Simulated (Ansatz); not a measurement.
C2H6OSi2 (`O[SiH]1C=C1[SiH3]`), relaxed with RKS PBE0-D4/def2-TZVP in the Gaussian-basis code of Ansatz from a PBE-D4/def2-SVP geometry. The force threshold is 0.005 eV/Å; the program also tests the step.

Charge 0, multiplicity 1.

Start:

```xyz
11

O    -0.285    1.105   -2.602
Si   -0.906    0.907   -1.057
C    -0.063    1.350    0.485
C    -0.080   -0.008    0.308
Si    0.541   -1.526    1.201
H     0.687    1.107   -2.663
H    -2.381    0.948   -1.250
H     0.359    1.996    1.276
H     1.231   -1.173    2.494
H    -0.614   -2.444    1.496
H     1.511   -2.260    0.312
```

How much energy does the relaxation release, and in how many steps? (Estimate.)

Ansatz gave: 1.72 kcal/mol, in 6 steps.

Which bonds change most? (Best estimate.)

The calculation gave: O1–Si2 from 1.676 to 1.638 Å; Si2–C4 from 1.839 to 1.808 Å; Si2–C3 from 1.813 to 1.783 Å; C4–Si5 from 1.868 to 1.848 Å.

Give the relaxed structure. (Best estimate.)

Computed: 
```xyz
11

O    -0.274    1.099   -2.550
Si   -0.896    0.898   -1.048
C    -0.068    1.322    0.473
C    -0.092   -0.019    0.286
Si    0.534   -1.507    1.185
H     0.682    1.099   -2.634
H    -2.355    0.952   -1.235
H     0.358    1.936    1.260
H     1.216   -1.129    2.453
H    -0.601   -2.415    1.494
H     1.496   -2.234    0.315
```
